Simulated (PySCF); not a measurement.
PySCF input file for Be(Br)(SMe) (CH3BeBrS), SMILES C[S][Be][Br], TDDFT-PBE0/def2-SVPD. The structure is a stationary point at PBE0-D3(BJ)/def2-SVP. The values are those of a single conformer.

```python
import numpy as np
from pyscf import gto, scf, dft, tdscf

mol = gto.M(
    atom='''
    Be    0.31739084    0.21876687   -0.00000001
    Br   -0.07164917   -1.70423080    0.00000000
    S     0.69825663    2.07428996    0.00000000
    C    -0.99307893    2.78545465    0.00000000
    H    -1.55277942    2.49758484    0.89950467
    H    -0.86991609    3.87647347   -0.00000000
    H    -1.55277941    2.49758484   -0.89950468
    ''',
    basis='def2-SVPD',
    charge=0,
    spin=0,
    symmetry=True,
    max_memory=1600,
    verbose=4,
)
mf = dft.RKS(mol, xc='pbe0').density_fit(auxbasis='def2-universal-jkfit')
mf.grids.level = 3
mf.conv_tol = 1e-9
mf.max_cycle = 100
mf.kernel()
mf.grids = dft.Grids(mol).set(level=1).build(with_non0tab=True)  # coarser grid for the response kernel
td = tdscf.TDDFT(mf)
td.singlet = True
td.nstates = 10
td.conv_tol = 1e-4
td.kernel(x0=td.get_init_guess(mf, 15))
td.analyze()
tt = tdscf.TDA(mf)
tt.singlet = False
tt.nstates = 4
tt.conv_tol = 1e-4
tt.kernel(x0=tt.get_init_guess(mf, 9))
tt.analyze(verbose=3)
```

Program output:

```
PySCF version 2.14.0

[INPUT] verbose = 4
[INPUT] num. atoms = 7
[INPUT] num. electrons = 64
[INPUT] charge = 0
[INPUT] spin (= nelec alpha-beta = 2S) = 0
[INPUT] symmetry True subgroup None
[INPUT] Mole.unit = angstrom
[INPUT] Symbol           X                Y                Z      unit          X                Y                Z       unit  Magmom
[INPUT]  1 Be     0.317390840000   0.218766870000  -0.000000010000 AA    0.599781762046   0.413409469428  -0.000000018897 Bohr   0.0
[INPUT]  2 Br    -0.071649170000  -1.704230800000   0.000000000000 AA   -0.135397308352  -3.220529465048   0.000000000000 Bohr   0.0
[INPUT]  3 S      0.698256630000   2.074289960000   0.000000000000 AA    1.319513795362   3.919839927335   0.000000000000 Bohr   0.0
[INPUT]  4 C     -0.993078930000   2.785454650000   0.000000000000 AA   -1.876647197776   5.263746420896   0.000000000000 Bohr   0.0
[INPUT]  5 H     -1.552779420000   2.497584840000   0.899504670000 AA   -2.934327835661   4.719751320466   1.699817474067 Bohr   0.0
[INPUT]  6 H     -0.869916090000   3.876473470000   0.000000000000 AA   -1.643903161452   7.325473187442   0.000000000000 Bohr   0.0
[INPUT]  7 H     -1.552779410000   2.497584840000  -0.899504680000 AA   -2.934327816764   4.719751320466  -1.699817492965 Bohr   0.0

nuclear repulsion = 222.178417103764
point group symmetry = Cs
symmetry origin: [-2.95269684e-10 -3.24796662e-09 -1.47634853e-09]
symmetry axis x: [ 1.00000000e+00  3.59027314e-10 -3.37477155e-10]
symmetry axis y: [ 3.59027314e-10 -1.00000000e+00  1.38720559e-10]
symmetry axis z: [3.37477155e-10 1.38720560e-10 1.00000000e+00]
num. orbitals of irrep A' = 84
num. orbitals of irrep A" = 40
number of shells = 52
number of NR pGTOs = 210
number of NR cGTOs = 124
basis = def2-SVPD
ecp = {}


[settings echo left out]
init E= -3025.25932500676
HOMO (A") = -0.300380260515333  LUMO (A') = -0.0790876345908682  gap/eV = 6.02168
cycle= 1 E= -3026.10656817829  delta_E= -0.847  |g|= 0.225  |ddm|= 3.38
HOMO (A") = -0.238120858916192  LUMO (A') = -0.0406025800243848  gap/eV = 5.37475
cycle= 2 E= -3026.10890486976  delta_E= -0.00234  |g|= 0.211  |ddm|= 0.749
HOMO (A") = -0.269031209978567  LUMO (A') = -0.0395183724494155  gap/eV = 6.24536
cycle= 3 E= -3026.12346886482  delta_E= -0.0146  |g|= 0.0434  |ddm|= 0.383
HOMO (A") = -0.268835047612262  LUMO (A') = -0.0427537522508818  gap/eV = 6.15199
cycle= 4 E= -3026.12398919863  delta_E= -0.00052  |g|= 0.00752  |ddm|= 0.0717
HOMO (A") = -0.267975701517878  LUMO (A') = -0.0416942024784177  gap/eV = 6.15743
cycle= 5 E= -3026.12400705077  delta_E= -1.79e-05  |g|= 0.00298  |ddm|= 0.0199
HOMO (A") = -0.268459217412448  LUMO (A') = -0.0419153045685574  gap/eV = 6.16457
cycle= 6 E= -3026.12400981348  delta_E= -2.76e-06  |g|= 0.000886  |ddm|= 0.00554
HOMO (A") = -0.268408566056982  LUMO (A') = -0.0419382337444154  gap/eV = 6.16257
cycle= 7 E= -3026.12401002912  delta_E= -2.16e-07  |g|= 0.000192  |ddm|= 0.00123
HOMO (A") = -0.268385832665754  LUMO (A') = -0.0419161930402989  gap/eV = 6.16255
cycle= 8 E= -3026.12401003821  delta_E= -9.09e-09  |g|= 5.46e-05  |ddm|= 0.000365
HOMO (A") = -0.268392168217132  LUMO (A') = -0.0419197167337346  gap/eV = 6.16263
cycle= 9 E= -3026.12401003917  delta_E= -9.55e-10  |g|= 1.28e-05  |ddm|= 0.0001
HOMO (A") = -0.268392386533784  LUMO (A') = -0.04191918394904  gap/eV = 6.16265
Extra cycle  E= -3026.12401003916  delta_E= 6.37e-12  |g|= 1.5e-05  |ddm|= 3.64e-05
converged SCF energy = -3026.12401003916
tot grids = 31328


******** <class 'pyscf.tdscf.rks.TDDFT'> for <class 'pyscf.df.df_jk.DFSymAdaptedRKS'> ********
nstates = 10 singlet
deg_eia_thresh = 1.000e-03
wfnsym = None
conv_tol = 0.0001
eigh lindep = 1e-12
eigh level_shift = 0
eigh max_cycle = 100


Excitation energies (eV)
[4.63736949 5.7617661  5.90132597 6.34487795 6.43104441 6.67868537
 6.94511447 7.0566466  7.11499173 7.19511274]

** Singlet excitation energies and oscillator strengths **
Excited State   1:   A"      4.63737 eV    267.36 nm  f=0.0000
      32 -> 33        0.70345
Excited State   2:   A"      5.76177 eV    215.18 nm  f=0.0189
      32 -> 35       -0.69770
Excited State   3:   A'      5.90133 eV    210.10 nm  f=0.0702
      31 -> 33       -0.37489
      32 -> 34       -0.58818
Excited State   4:   A'      6.34488 eV    195.41 nm  f=0.0869
      30 -> 33       -0.15744
      31 -> 33       -0.56923
      31 -> 35        0.10697
      32 -> 34        0.35340
Excited State   5:   A"      6.43104 eV    192.79 nm  f=0.0000
      29 -> 33        0.69879
Excited State   6:   A'      6.67869 eV    185.64 nm  f=0.0583
      29 -> 34       -0.28220
      30 -> 33       -0.62208
      31 -> 33        0.13302
Excited State   7:   A"      6.94511 eV    178.52 nm  f=0.0003
      31 -> 34        0.43151
      32 -> 36       -0.25973
      32 -> 37        0.43594
      32 -> 39        0.17340
Excited State   8:   A"      7.05665 eV    175.70 nm  f=0.0017
      30 -> 34        0.19282
      31 -> 34       -0.52606
      32 -> 36       -0.24116
      32 -> 37        0.32194
      32 -> 39        0.11188
Excited State   9:   A"      7.11499 eV    174.26 nm  f=0.0428
      32 -> 36       -0.58691
      32 -> 37       -0.33986
      32 -> 40        0.12075
Excited State  10:   A"      7.19511 eV    172.32 nm  f=0.0000
      30 -> 34       -0.66857
      31 -> 34       -0.11805
      32 -> 37        0.14960

** Transition electric dipole moments (AU) **
state          X           Y           Z        Dip. S.      Osc.
  1        -0.0000     -0.0000      0.0054      0.0000      0.0000
  2        -0.0000      0.0000     -0.3661      0.1340      0.0189
  3        -0.0228      0.6962     -0.0000      0.4853      0.0702
  4        -0.0214     -0.7472     -0.0000      0.5588      0.0869
  5         0.0000     -0.0000     -0.0008      0.0000      0.0000
  6         0.0287      0.5960     -0.0000      0.3561      0.0583
  7        -0.0000     -0.0000     -0.0441      0.0019      0.0003
  8         0.0000     -0.0000      0.0990      0.0098      0.0017
  9        -0.0000     -0.0000      0.4954      0.2454      0.0428
 10         0.0000     -0.0000     -0.0166      0.0003      0.0000

** Transition velocity dipole moments (imaginary part, AU) **
state          X           Y           Z        Dip. S.      Osc.
  1         0.0000      0.0000     -0.0053      0.0000      0.0001
  2         0.0000      0.0000     -0.0736      0.0054      0.0170
  3        -0.0081      0.1475     -0.0000      0.0218      0.0671
  4         0.0044     -0.1702      0.0000      0.0290      0.0829
  5         0.0000      0.0000     -0.0024      0.0000      0.0000
  6         0.0053      0.1421     -0.0000      0.0202      0.0550
  7         0.0000      0.0000     -0.0158      0.0003      0.0007
  8         0.0000      0.0000      0.0235      0.0006      0.0014
  9        -0.0000     -0.0000      0.1333      0.0178      0.0453
 10         0.0000      0.0000     -0.0053      0.0000      0.0001

** Transition magnetic dipole moments (imaginary part, AU) **
state          X           Y           Z
  1         0.2695      0.3934      0.0000
  2         0.4032     -0.3596      0.0000
  3        -0.0000     -0.0000     -0.4264
  4         0.0000     -0.0000      0.3124
  5         0.0737      0.0332      0.0000
  6        -0.0000     -0.0000     -0.2119
  7         0.6372      0.1058      0.0000
  8        -0.3728      0.5550      0.0000
  9        -0.0709      0.1964     -0.0000
 10        -0.3285      0.2803      0.0000


******** <class 'pyscf.tdscf.rks.TDA'> for <class 'pyscf.df.df_jk.DFSymAdaptedRKS'> ********
nstates = 4 triplet
deg_eia_thresh = 1.000e-03
wfnsym = None
conv_tol = 0.0001
eigh lindep = 1e-12
eigh level_shift = 0
eigh max_cycle = 100


Excitation energies (eV)
[4.36234232 5.02364484 5.46860758 5.56713826]

** Triplet excitation energies and oscillator strengths **
Excited State   1:   A"      4.36234 eV    284.21 nm  f=0.0000
Excited State   2:   A'      5.02364 eV    246.80 nm  f=0.0000
Excited State   3:   A"      5.46861 eV    226.72 nm  f=0.0000
Excited State   4:   A'      5.56714 eV    222.71 nm  f=0.0000
```

The calculation finished and met its thresholds.
